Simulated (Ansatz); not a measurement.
Isolated molecules relaxed with PBE0-D4/def2-TZVP in Ansatz; ΔE leaves out vibrations. CCSD(T)/CBS is the MP2 limit (def2-TZVPP, def2-QZVPP) plus CCSD(T) − MP2 in def2-TZVPP, frozen cores. This one scheme is used for every species. DFT in def2-TZVPP. For Zn outer-core shells are correlated without core-valence functions, which leaves a few kJ/mol of doubt a bond. Scalar relativity is left out up to krypton. One conformer a species, not always the lowest.

Reaction (substitution at a C–Si bond): `C[Si](Cl)(Cl)Cl` + `C[S][Zn][SH]` → `C[S][Zn][S]C` + trichlorosilane

`C[Si](Cl)(Cl)Cl`:

```xyz
8

C     0.404    0.969    0.025
Si   -0.304   -0.730   -0.019
Cl   -2.031   -0.762   -1.101
Cl    1.009   -2.034   -0.872
Cl   -0.719   -1.383    1.868
H     0.622    1.308   -0.990
H    -0.308    1.658    0.483
H     1.327    0.974    0.607
```

`C[S][Zn][SH]`:

```xyz
8

C    -0.673   -1.565    0.012
S    -0.261   -0.506   -1.416
Zn    0.758    1.151   -0.481
S     1.807    2.806    0.437
H    -1.200   -2.429   -0.393
H    -1.330   -1.058    0.715
H     0.221   -1.916    0.525
H     0.678    3.518    0.601
```

`C[S][Zn][S]C`:

```xyz
11

C    -2.593    0.298   -1.189
S    -1.281   -0.767   -1.876
Zn    0.052   -1.003   -0.192
S     1.387   -1.271    1.487
C     2.573    0.098    1.265
H    -3.109   -0.182   -0.359
H    -2.206    1.266   -0.875
H    -3.310    0.458   -1.995
H     3.285    0.022    2.087
H     3.118    0.011    0.327
H     2.084    1.070    1.321
```

`Cl[SiH](Cl)Cl`:

Cartesian coordinates in Å:
```
Cl -0.245 -1.722 -0.977
Si 0.023 0.077 -0.077
Cl -1.671 0.598 0.912
Cl 1.565 -0.046 1.237
H 0.328 1.092 -1.095
```

```csv
level,ΔE (kJ/mol),difference from CCSD(T)/CBS
BLYP-D4,80.4,-5.4
r2SCAN-D4,87.8,2.0
B97M-V,91.8,6.0
CAM-B3LYP-D4,86.7,0.9
ωB97X-V,85.6,-0.2
B2PLYP,83.0,-2.8
MP2/def2-SVP,86.1,0.3
HF/def2-QZVPP,81.7,-4.1
MP2/def2-QZVPP,87.9,2.1
SCS-MP2/def2-QZVPP,83.3,-2.5
CCSD(T)/CBS,85.8,0
```

Task: What do rigid-rotor, harmonic-oscillator terms from PBE0-D4/def2-TZVP frequencies (298.15 K, 1 bar) make of the CCSD(T)/CBS value? (Estimate.)

Result: Computed: ΔZPE = +4.2 kJ/mol, ΔH = +89.1 kJ/mol, ΔS = 3 J/(mol·K), ΔG = +88.3 kJ/mol. Modes under 50 cm⁻¹ make the entropy rough.

Largest T1 diagnostic among the species: 0.014.

From PBE to PBE0 (25 % exact exchange), in def2-TZVPP and without D4, ΔE moves by +4.0 kJ/mol. At CCSD(T), def2-SVP lies −3.2 kJ/mol from the extrapolated value and def2-TZVPP +1.3 kJ/mol. In def2-TZVPP, CCSD(T) changes the Hartree–Fock value by +4.9 kJ/mol (the triples alone add −0.4 kJ/mol) and MP2 by +6.6 kJ/mol.
